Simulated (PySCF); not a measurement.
C2H6F2Si2, SMILES F/C=C(\[SiH2]F)[SiH3].

Geometry: PBE-D3(BJ)/def2-SVP. The structure was generated by enumeration; whether it is a known compound was not checked. Other conformers were not sampled.

All values below come from PBE-D3(BJ)/def2-SVP in PySCF.

Frequencies are harmonic and unscaled.

```
mode  ν (cm⁻¹)  IR (km/mol)  moving atoms (share of kinetic energy)
----  --------  -----------  --------------------------------------
1           51          0.5                 F 44 %, Si 31 %, H 22 %
2          102          2.7                         F 57 %, Si 30 %
3          146          0.1                                  H 93 %
4          148          0.6                 F 48 %, Si 35 %, H 11 %
5          191          0.2                  C 53 %, H 27 %, F 17 %
6          280         11.1         F 42 %, Si 30 %, C 17 %, H 11 %
7          326          2.9                  H 45 %, C 45 %, F 10 %
8          420         10.7                         Si 61 %, F 26 %
9          563         14.7         C 33 %, H 31 %, Si 25 %, F 10 %
10         604          5.4                         H 79 %, Si 15 %
11         651          4.8                  H 60 %, C 27 %, Si 9 %
12         680        129.2                 H 63 %, C 22 %, Si 14 %
13         704          2.4                                  H 92 %
14         824         32.2                 F 49 %, H 32 %, Si 18 %
15         871        307.9                         H 77 %, Si 17 %
16         884          5.1                          H 65 %, C 33 %
17         905         35.2                                  H 97 %
18         907        167.9                         H 78 %, Si 11 %
19         917         68.9                                  H 97 %
20         932         84.2                  H 75 %, Si 13 %, C 8 %
21         957         72.7                 C 66 %, H 16 %, Si 11 %
22        1117        149.9                          C 60 %, F 33 %
23        1297          6.0                          H 86 %, C 13 %
24        1634        219.9                                  C 95 %
25        2158         97.3                                  H 98 %
26        2178         77.0                                  H 97 %
27        2180         68.3                                  H 96 %
28        2185         73.6                                  H 98 %
29        2192        139.7                                  H 95 %
30        3094          7.9                           H 91 %, C 9 %
```
